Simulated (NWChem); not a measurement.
System: GaNH3Br; SMILES [NH2][GaH][Br]

Here is an NWChem input.

```
start job
memory heap 200 mb stack 900 mb global 1100 mb
geometry units angstroms
  Ga    -0.277976    -0.973881    -0.047515
  H     -1.270465    -1.671360    -0.981543
  Br     0.121671     1.248600    -0.204891
  N      0.644443    -1.849486     1.237394
  H      1.305926    -1.406328     1.865681
  H      0.592328    -2.836382     1.450027
end
basis spherical
  * library def2-svp
end
dft
  xc pbe0
  iterations 150
end
driver
  maxiter 120
end
task dft optimize
task dft freq
```

This build's default masses of Se (78.918 u) and Br (79.917 u) are each other's, which moves their modes by up to 0.6 %.

The level has its own optimisation; frequencies are unscaled.

### Question
What results follow from this input? (PBE0/def2-SVP.) Quantities: r Ga–H (Å); r Br–Ga (Å); r Ga–N (Å); r H–N (Å); highest harmonic frequency (cm⁻¹); lowest (cm⁻¹); zero-point energy (kcal/mol); dipole (D).

### Answer
| Quantity | Value |
|---|---|
| r Ga–H (Å) | 1.551 |
| r Br–Ga (Å) | 2.298 |
| r Ga–N (Å) | 1.799 |
| r H–N (Å) | 1.013 |
| highest harmonic frequency (cm⁻¹) | 3735 |
| lowest (cm⁻¹) | 143 |
| zero-point energy (kcal/mol) | 20.8 |
| dipole (D) | 2.68 |
